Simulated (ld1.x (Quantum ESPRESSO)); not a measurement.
Os (Z = 76), PAW: configuration errors across variants

Os, PAW, made with ld1.x (Quantum ESPRESSO) 7.5 (BLYP, fully relativistic). Core [Xe] 4f14, reference 5d6 6s2 6p0. Waves: 6s (bound): rcut 1.90, rcutus 2.25 bohr; 6s channel at 2.65 Ry: rcut 1.90, rcutus 2.25 bohr; 6p (bound, empty): rcut 2.95, rcutus 3.50 bohr; 6p channel at 0.3 Ry: rcut 2.95, rcutus 3.50 bohr; 5d (bound): rcut 2.05, rcutus 2.20 bohr; 5d channel at 0.05 Ry: rcut 2.05, rcutus 2.20 bohr. Local part: all-electron potential smoothed inside 2.05 bohr (lloc = -1). Core correction: Bessel-smoothed model core inside 2.15 bohr. Augmentation charge: PSQ, inside the norm-conserving radii.

Open shells are filled in proportion to 2j + 1 (rel_dist='average').

All-electron excitation energies from the reference (eV): (1) 5d6 6s1 6p0 9.538; (2) 5d6 6s0 6p0 26.524; (3) 5d5 6s0 6p0 55.282; (4) 5d6.5 6s1.5 6p0 0.082; (5) 5d5 6s2 6p0 10.930.

Tests that are not counted but printed errors over 1 eV. “all radii but the core radius scaled by about 1.36 (s 3.06, p 4.78, d 3.00 bohr, rcut 2.60/4.02/2.80); local potential all-electron potential smoothed inside 2.80 bohr (lloc = -1)”: 5d5 6s0 6p0 (solver errors, printed error -186 eV).

3 further variants failed, have other tests or too few solved ones, and are left out.

Errors AE − PS in meV (a dash: test not solved or not reliable):

```csv
change,(1),(2),(3),(4),(5),bound ghosts
base,-1.0,-5.2,-119,-5.9,-35,not determined
"all radii but the core radius scaled by about 1.16 (s 2.60, p 4.06, d 2.54 bohr, rcut 2.20/3.42/2.38); local potential all-electron potential smoothed inside 2.38 bohr (lloc = -1)",-0.7,-5.8,-117,-4.1,-25,not determined
"all radii but the core radius scaled by about 1.21 (s 2.72, p 4.24, d 2.66 bohr, rcut 2.30/3.56/2.48); local potential all-electron potential smoothed inside 2.48 bohr (lloc = -1)",-0.7,-5.7,-123,-5.0,-30,not determined
"all radii but the core radius scaled by about 1.36 (s 3.06, p 4.78, d 3.00 bohr, rcut 2.60/4.02/2.80); local potential all-electron potential smoothed inside 2.80 bohr (lloc = -1)",-0.2,-6.3,–,-4.4,-22,not determined
```

(1) Give the same row for: all radii but the core radius scaled by about 1.06 (s 2.38, p 3.70, d 2.34 bohr, rcut 2.02/3.12/2.18); local potential all-electron potential smoothed inside 2.18 bohr (lloc = -1).

Results:

(1) -0.8, -5.7, -118, -5.3, -34; bound ghosts: not determined.
